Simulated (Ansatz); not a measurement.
Two isomers of C2H5BOSe: A = `OB1CC[Se]1`, B = `CB(O)C=[Se]`.

Computed with Ansatz on PBE0-D4/def2-TZVP structures; ΔE is electronic, products minus reactants. CCSD(T)/CBS adds triple-zeta CCSD(T) − MP2 to the extrapolated MP2 energy (def2 sets, frozen cores). DFT in def2-TZVPP. B3LYP here is the variant with VWN-RPA as its local correlation; programs differ in this. For Se outer-core shells are correlated without core-valence functions, which leaves a few kJ/mol of doubt a bond. Scalar relativity is left out up to krypton. Each species was taken in one conformer, which may not be the lowest.

Problem. Which is lower in electronic energy at CCSD(T)/CBS, and by how much? (Estimate.)

Solution. The calculation gave: A, by 72.1 kJ/mol.

Problem. Give E(B) − E(A) in kJ/mol with CCSD(T)/def2-TZVPP, B3LYP, MP2/def2-TZVPP, B2PLYP, B3LYP-D4, CCSD/def2-TZVPP, PBE0-D4. (An estimate is asked.)

Solution. Computed: CCSD(T)/def2-TZVPP 72.1, B3LYP 63.4, MP2/def2-TZVPP 83.0, B2PLYP 67.3, B3LYP-D4 66.4, CCSD/def2-TZVPP 75.7, PBE0-D4 92.6. None reverses the order clearly.

Largest T1 diagnostic: 0.014.

From PBE to PBE0 (25 % exact exchange), in def2-TZVPP and without D4, E(B) − E(A) moves by +11.6 kJ/mol.
